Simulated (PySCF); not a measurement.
F3Sc.

```xyz
4

Sc     0.0000     0.0000     0.0000
F     -1.8278     0.0000     0.0000
F      0.9139     1.5830     0.0000
F      0.9139    -1.5830     0.0000
```
Charge 0, spin multiplicity 1.

Coordinates come from a r2SCAN-D4/def2-SVP optimisation. The isomer is the one that the SMILES or the coordinates give; other isomers of the formula were not compared.

All values below come from PySCF with B3LYP/pcSseg-2. Non-relativistic, no solvent.

### Question
Give the absolute GIAO shielding of each atom: isotropic value and principal components (ppm). (Estimate from the structure and the level; the computed values follow.)

### Answer

```csv
atom,σ(iso),σ11,σ22,σ33,span
Sc1,707.2,329.9,895.9,895.9,566.0
F2,-38.1,-437.7,-90.8,414.2,851.9
F3,-38.1,-437.7,-90.8,414.2,851.9
F4,-38.1,-437.7,-90.8,414.2,851.9
```
